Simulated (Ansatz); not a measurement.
CH$_{5}$FSeSn, SMILES `[CH3][SnH]([F])[SeH]`. The species carries charge 0 and has multiplicity 1. Correlated methods include outer-core shells of Se, Sn, which these sets cover unevenly. Scalar relativity is left out up to krypton. Sn: def2 effective core potential.

```xyz
9

C    -0.504   -1.084   -0.640
Sn    0.023    0.910   -0.143
F    -1.533    1.571    0.788
Se    1.967    1.044    1.447
H     0.326   -1.574   -1.149
H    -0.741   -1.622    0.278
H    -1.380   -1.071   -1.288
H     0.275    2.036   -1.396
H     1.568   -0.210    2.101
```

Q: Give the diagnostics of a CCSD(T)/def2-TZVPP run (frozen core, Ansatz 0.2.0). (Estimate.)

A: Computed: T1 = 0.0116, largest single amplitude 0.023, largest double 0.031, (T) share of the correlation energy 3.2 %, 9 CCSD cycles. The RHF solution is stable towards an unrestricted one. T1 lies under the customary mark of 0.02 for closed shells.
